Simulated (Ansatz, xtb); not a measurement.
## Relative energy of two isomers of C3H5F3Ge

Structure a: `FC(F)(F)/C=[CH]/[GeH3]`, a singlet. Structure b: `C=[C]([GeH3])C(F)(F)F`, a singlet. Both are isolated molecules in the gas phase, relaxed with PBE-D3(BJ)/def2-SVP.

a (Å):

```
atom    x (Å)    y (Å)    z (Å)
   C   0.6837  -1.7586   1.8010
   C   0.5510  -0.8891   0.5803
   C  -0.6062  -0.6971  -0.0770
   F  -0.4853  -2.3268   2.1706
   F   1.1432  -1.0391   2.8555
   F   1.5763  -2.7573   1.5846
  Ge  -0.7697   0.4326  -1.6619
   H   1.4996  -0.4182   0.2695
   H  -1.5078  -1.2086   0.3044
   H  -1.7906   1.5674  -1.3913
   H  -1.2746  -0.4149  -2.8578
   H   0.6229   1.0310  -1.9811
```

b (Å):

```json
{"atom": "C", "x (Å)": "1.0760", "y (Å)": "-0.0616", "z (Å)": "1.2093"}
{"atom": "C", "x (Å)": "0.1428", "y (Å)": "-0.4872", "z (Å)": "0.3385"}
{"atom": "C", "x (Å)": "-0.9726", "y (Å)": "0.4288", "z (Å)": "-0.0951"}
{"atom": "F", "x (Å)": "-1.0052", "y (Å)": "1.6001", "z (Å)": "0.5802"}
{"atom": "F", "x (Å)": "-2.1806", "y (Å)": "-0.1723", "z (Å)": "0.0764"}
{"atom": "F", "x (Å)": "-0.8668", "y (Å)": "0.7267", "z (Å)": "-1.4156"}
{"atom": "Ge", "x (Å)": "0.1544", "y (Å)": "-2.3043", "z (Å)": "-0.4199"}
{"atom": "H", "x (Å)": "1.0400", "y (Å)": "0.9550", "z (Å)": "1.6353"}
{"atom": "H", "x (Å)": "1.9060", "y (Å)": "-0.7125", "z (Å)": "1.5266"}
{"atom": "H", "x (Å)": "-0.0162", "y (Å)": "-2.2400", "z (Å)": "-1.9561"}
{"atom": "H", "x (Å)": "-0.9944", "y (Å)": "-3.1431", "z (Å)": "0.1908"}
{"atom": "H", "x (Å)": "1.5218", "y (Å)": "-2.9281", "z (Å)": "-0.0479"}
```

Task: Which of the two would you expect CCSD(T)/def2-SVP + ΔMP2/def2-TZVPP electronic energies to favour?

Result: Too close to call at this level: CCSD(T)/def2-SVP + ΔMP2/def2-TZVPP gives E(b) − E(a) = −0.52 kcal/mol.

The same difference at several levels:

```
                             level             geometry  E(b) − E(a) (kcal/mol)  departure from the last row (kcal/mol)  job, with rough time for the two
               PBE-D3(BJ)/def2-SVP  PBE-D3(BJ)/def2-SVP                     −0.47                                   +0.04             optimisation, 2.2 min
                       HF/def2-SVP  PBE-D3(BJ)/def2-SVP                     +0.33                                   +0.84           part of the CCSD(T) run
                      MP2/def2-SVP  PBE-D3(BJ)/def2-SVP                     −1.10                                   −0.59           part of the CCSD(T) run
                  CCSD(T)/def2-SVP  PBE-D3(BJ)/def2-SVP                     −1.04                                   −0.53                      single point
CCSD(T)/def2-SVP + ΔMP2/def2-TZVPP  PBE-D3(BJ)/def2-SVP                     −0.52                                                     single point, 2.8 min
```

As drawn, both hold the same kinds of bond in the same numbers.

The largest departure from CCSD(T)/def2-SVP + ΔMP2/def2-TZVPP is that of HF/def2-SVP, 0.84 kcal/mol. Levels run at GFN2-xTB geometries aren't shown. The last row adds to CCSD(T) the change of the MP2 difference between the two basis sets, here +0.53 kcal/mol.

With thermal terms from frequencies at re-optimised GFN2-xTB minima (ideal gas, soft modes damped towards free rotors, one conformer each, 298.15 K, 1 atm): on the last row, ΔE + ΔZPE = −0.30, ΔH = −0.42, ΔG = +0.28 kcal/mol.

The correlated steps freeze 15 core orbitals; the filled d shell of Ge is correlated, in a basis made for valence electrons. Programs: Ansatz 0.2.0, xtb 6.7.1; the last row on 2 threads of AMD EPYC 7R43 64-Core Processor (Zen 3) on a shared host.
